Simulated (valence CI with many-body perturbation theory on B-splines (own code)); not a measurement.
# Tb XLIV: M1 decay

Level of theory: configuration interaction combined with many-body perturbation theory (CI+MBPT): four valence electrons over a frozen Dirac-Fock core [Ar], a basis of 9 s, 9 p, 10 d, 8 f, 5 g, 3 h, 1 i functions for each j, with the one-electron correlation potential Σ1 (screened to all orders), the two-electron term Σ2, the three-electron term Σ3, Breit, model QED; selected single and double excitations, second order for the rest (own B-spline code, finite nucleus).

The last digits are not significant, and no measured levels were compared; by estimate large intervals hold to a few tenths of a per cent, small ones and those within an open d or f shell to about a per cent. Only levels of the ground parity were solved; by the run's estimate the other parity begins above the list, which can be wrong where configurations are misplaced.

Lines 51 to 100 of 120 in falling wavelength, among levels below 199.68 eV, chosen from the decays that carry over 1 % of a level's rate. Wavelengths and rates use the calculated energies. Weak lines are less certain than strong ones. Lines between different terms over intervals too small for the method are left out, as are lines whose strength nearly cancels. The highest levels of a list are the least certain. Branching is blank where the lifetime is uncertain.

Levels are named by their leading jj configuration (3d3/2^4 stands for four electrons in 3d with j = 3/2), which in mixed levels can hold well under half, so a name can repeat and another be missing. Letters in brackets count levels of one name in rising energy.

| λ vac (nm) | Upper | Lower | Type | A (s⁻¹) | Branch % |
| --- | --- | --- | --- | --- | --- |
| 31.74 | (3d3/2 3d5/2^3) J=3 [c] | (3d3/2^2 3d5/2^2) J=4 [c] | M1 | 2.74e+05 | 43.7 |
| 31.69 | (3d3/2^2 3d5/2^2) J=4 [b] | (3d3/2^3 3d5/2) J=3 | M1 | 8.76e+04 |  |
| 31.64 | (3d3/2^2 3d5/2^2) J=0 [a] | (3d3/2^3 3d5/2) J=1 | M1 | 1.29e+06 | 100.0 |
| 31.53 | (3d3/2 3d5/2^3) J=3 [a] | (3d3/2^2 3d5/2^2) J=3 [a] | M1 | 4.61e+05 | 37.2 |
| 31.49 | (3d3/2^2 3d5/2^2) J=3 [b] | (3d3/2^3 3d5/2) J=3 | M1 | 5.31e+04 | 15.2 |
| 31.44 | (3d3/2 3d5/2^3) J=2 [a] | (3d3/2^2 3d5/2^2) J=2 [b] | M1 | 2.33e+05 | 21.9 |
| 30.90 | (3d3/2 3d5/2^3) J=4 [b] | (3d3/2^2 3d5/2^2) J=4 [c] | M1 | 2.24e+05 | 26.5 |
| 30.69 | (3d3/2 3d5/2^3) J=5 | (3d3/2^2 3d5/2^2) J=5 | M1 | 1.69e+05 | 28.3 |
| 30.58 | (3d3/2^2 3d5/2^2) J=2 [b] | (3d3/2^3 3d5/2) J=3 | M1 | 2.03e+03 | 1.4 |
| 30.54 | (3d3/2 3d5/2^3) J=4 [a] | (3d3/2^2 3d5/2^2) J=4 [a] | M1 | 7.37e+05 | 70.0 |
| 30.53 | (3d3/2 3d5/2^3) J=2 [a] | (3d3/2^2 3d5/2^2) J=3 [b] | M1 | 3.02e+05 | 28.3 |
| 30.25 | (3d3/2^2 3d5/2^2) J=2 [a] | (3d3/2^3 3d5/2) J=1 | M1 | 6.72e+05 | 80.9 |
| 30.20 | (3d5/2^4) J=4 | (3d3/2 3d5/2^3) J=5 | M1 | 2.17e+05 | 12.9 |
| 30.16 | (3d3/2 3d5/2^3) J=3 [b] | (3d3/2^2 3d5/2^2) J=2 [b] | M1 | 1.33e+05 | 17.6 |
| 30.07 | (3d3/2 3d5/2^3) J=6 | (3d3/2^2 3d5/2^2) J=5 | M1 | 2.77e+05 | 53.7 |
| 29.72 | (3d3/2 3d5/2^3) J=3 [a] | (3d3/2^2 3d5/2^2) J=2 [a] | M1 | 6.78e+05 | 54.7 |
| 29.43 | (3d5/2^4) J=2 | (3d3/2 3d5/2^3) J=3 [b] | M1 | 1.55e+05 | 8.9 |
| 29.32 | (3d3/2 3d5/2^3) J=3 [b] | (3d3/2^2 3d5/2^2) J=3 [b] | M1 | 2.86e+05 | 37.8 |
| 29.15 | (3d3/2 3d5/2^3) J=3 [b] | (3d3/2^2 3d5/2^2) J=4 [b] | M1 | 1.00e+05 | 13.2 |
| 29.05 | (3d3/2^2 3d5/2^2) J=3 [b] | (3d3/2^3 3d5/2) J=2 | M1 | 1.36e+04 | 3.9 |
| 28.83 | (3d3/2 3d5/2^3) J=3 [c] | (3d3/2^2 3d5/2^2) J=2 [c] | M1 | 1.91e+05 | 30.5 |
| 28.58 | (3d3/2^2 3d5/2^2) J=4 [b] | (3d3/2^3 3d5/2) J=4 | M1 | 2.64e+03 |  |
| 28.50 | (3d3/2 3d5/2^3) J=1 [b] | (3d3/2^2 3d5/2^2) J=2 [c] | M1 | 2.74e+05 | 28.4 |
| 28.42 | (3d3/2^2 3d5/2^2) J=3 [b] | (3d3/2^3 3d5/2) J=4 | M1 | 2.79e+05 | 79.9 |
| 28.30 | (3d5/2^4) J=2 | (3d3/2 3d5/2^3) J=2 [a] | M1 | 4.43e+05 | 25.5 |
| 28.27 | (3d3/2^2 3d5/2^2) J=2 [b] | (3d3/2^3 3d5/2) J=2 | M1 | 9.43e+04 | 65.9 |
| 27.88 | (3d3/2 3d5/2^3) J=2 [a] | (3d3/2^2 3d5/2^2) J=1 | M1 | 1.54e+05 | 14.5 |
| 27.13 | (3d5/2^4) J=4 | (3d3/2 3d5/2^3) J=3 [a] | M1 | 5.39e+05 | 32.0 |
| 27.11 | (3d3/2 3d5/2^3) J=5 | (3d3/2^2 3d5/2^2) J=4 [a] | M1 | 9.73e+04 | 16.3 |
| 26.95 | (3d3/2 3d5/2^3) J=1 [a] | (3d3/2^2 3d5/2^2) J=2 [a] | M1 | 6.15e+05 | 38.3 |
| 26.84 | (3d5/2^4) J=4 | (3d3/2 3d5/2^3) J=4 [a] | M1 | 7.80e+05 | 46.3 |
| 26.06 | (3d3/2 3d5/2^3) J=2 [b] | (3d3/2^2 3d5/2^2) J=2 [c] | M1 | 2.70e+05 | 37.9 |
| 25.94 | (3d3/2 3d5/2^3) J=1 [a] | (3d3/2^2 3d5/2^2) J=0 [a] | M1 | 5.95e+05 | 37.0 |
| 24.36 | (3d3/2^2 3d5/2^2) J=2 [c] | (3d3/2^3 3d5/2) J=3 | M1 | 5.84e+05 | 76.6 |
| 24.19 | (3d3/2 3d5/2^3) J=2 [a] | (3d3/2^2 3d5/2^2) J=3 [a] | M1 | 3.00e+05 | 28.1 |
| 24.16 | (3d5/2^4) J=0 | (3d3/2 3d5/2^3) J=1 [b] | M1 | 1.65e+06 | 69.6 |
| 24.09 | (3d5/2^4) J=2 | (3d3/2 3d5/2^3) J=1 [a] | M1 | 6.22e+05 | 35.8 |
| 23.42 | (3d3/2 3d5/2^3) J=3 [b] | (3d3/2^2 3d5/2^2) J=3 [a] | M1 | 7.81e+04 | 10.3 |
| 23.02 | (3d3/2 3d5/2^3) J=1 [b] | (3d3/2^2 3d5/2^2) J=2 [b] | M1 | 2.01e+04 | 2.1 |
| 22.87 | (3d3/2^2 3d5/2^2) J=2 [c] | (3d3/2^3 3d5/2) J=2 | M1 | 1.59e+05 | 20.9 |
| 22.66 | (3d3/2 3d5/2^3) J=3 [b] | (3d3/2^2 3d5/2^2) J=4 [a] | M1 | 1.04e+05 | 13.8 |
| 22.64 | (3d3/2 3d5/2^3) J=3 [c] | (3d3/2^2 3d5/2^2) J=4 [b] | M1 | 3.08e+04 | 4.9 |
| 22.61 | (3d3/2^2 3d5/2^2) J=4 [c] | (3d3/2^3 3d5/2) J=3 | M1 | 1.83e+05 | 68.3 |
| 22.46 | (3d3/2^2 3d5/2^2) J=2 [b] | (3d3/2^3 3d5/2) J=1 | M1 | 3.72e+04 | 26.0 |
| 22.41 | (3d3/2 3d5/2^3) J=3 [b] | (3d3/2^2 3d5/2^2) J=2 [a] | M1 | 2.24e+04 | 3.0 |
| 22.34 | (3d3/2 3d5/2^3) J=0 | (3d3/2^2 3d5/2^2) J=1 | M1 | 3.65e+05 | 79.3 |
| 22.30 | (3d3/2 3d5/2^3) J=4 [b] | (3d3/2^2 3d5/2^2) J=3 [b] | M1 | 2.15e+05 | 25.5 |
| 22.24 | (3d5/2^4) J=2 | (3d3/2 3d5/2^3) J=3 [a] | M1 | 4.17e+05 | 24.0 |
| 21.40 | (3d3/2 3d5/2^3) J=2 [b] | (3d3/2^2 3d5/2^2) J=2 [b] | M1 | 2.62e+04 | 3.7 |
| 21.05 | (3d3/2 3d5/2^3) J=1 [b] | (3d3/2^2 3d5/2^2) J=1 | M1 | 1.46e+05 | 15.1 |
